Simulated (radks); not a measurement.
Initial-state core-level shifts of the hafnium ion Hf+ when its valence configuration changes from [Xe] 4f14 5d1 6s2. Calculated with a radial shooting solver on a logarithmic mesh with Libxc functionals: scalar-relativistic Kohn-Sham, LDA (Slater exchange, Perdew-Wang correlation), spin-polarised, spherical densities, finite nucleus; open shells are filled with parallel spins first (spin-orbit coupling, left out, can overturn this in heavy ions); Fermi nuclear charge, rms radius 5.347 fm. Shifts are changes of the shell-averaged eigenvalues in eV (positive: less bound); the change of the density at the nucleus, which sets a Mossbauer isomer shift, is in e/bohr^3, on a base of 1.277e+06.

| valence | 1s | 2s | 4d | 5s | density at nucleus |
|---|---|---|---|---|---|
| 4f14 5d2 6s1 | +2.423 | +2.519 | +2.497 | +2.488 | -82.4 |
| 4f13.5 5d1 6s2 6p0.5 | -6.328 | -6.710 | -6.637 | -4.293 | +47.6 |
| 4f14 6s2 6p1 | -4.146 | -4.255 | -4.213 | -4.157 | +26.2 |
| 4f12.5 5d1 6s2 6p1.5 | -19.844 | -21.092 | -20.670 | -13.020 | +152.0 |
| 4f13 5d1 6s2 6p1 | -12.950 | -13.748 | -13.537 | -8.637 | +98.4 |
| 4f12 5d1 6s2 6p2 | -26.995 | -28.724 | -28.016 | -17.432 | +208.1 |
| 4f13 6s2 6p2 | -17.460 | -18.399 | -18.092 | -12.997 | +129.8 |
| 4f13.5 5d1.5 6s2 | -4.228 | -4.555 | -4.505 | -2.199 | +34.4 |
| 4f12.5 5d0.5 6s2 6p2 | -22.160 | -23.484 | -23.004 | -15.231 | +168.4 |
